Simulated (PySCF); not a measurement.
Ionisation energy of Au⁵⁶⁺ by level of theory

Au⁵⁶⁺ [Ar] 3d5 [3d3/2^4 3d5/2^1, M_J = 5/2] → Au⁵⁷⁺ [Ar] 3d4 [3d3/2^4, M_J = 0], as a difference of total energies. All numbers are calculated (PySCF 2.14, the two-component X2C-1e Hamiltonian, in an uncontracted even-tempered set (15 s from 16 bohr⁻², ratio 2.8; 13 p from 21 bohr⁻², ratio 2.8; 8 d from 21 bohr⁻², ratio 2.8; 3 f from 71 bohr⁻², ratio 3)). Correlated levels: [Ne] frozen; the 78 highest virtual spinors dropped. "Screened" scales the spin-orbit matrix elements by Boettger's factors to mimic the two-electron term; Breit and QED terms are absent.

| method | ionisation energy (eV) |
| --- | --- |
| GHF (spin-free) | 5661.6 |
| GMP2 (spin-free) | 5661.5 |
| GHF (screened spin-orbit) | 5595.7 |
| GMP2 (screened spin-orbit) | 5595.5 |

Breit and QED terms and the two-electron picture change are absent.

The spin-free rows relax to the high-spin LS determinant and lack the spin-orbit shift.

The labels give the starting determinants; with spin-orbit coupling the two ends relaxed to ⟨J²⟩ = 8.75, ⟨L²⟩ = 6.67, ⟨S²⟩ = 2.72 and ⟨J²⟩ = 0.00, ⟨L²⟩ = 2.48, ⟨S²⟩ = 2.48.

For comparison: 5594 ± 5 eV (theoretical estimate listed by NIST; NIST Atomic Spectra Database, ionization energies).
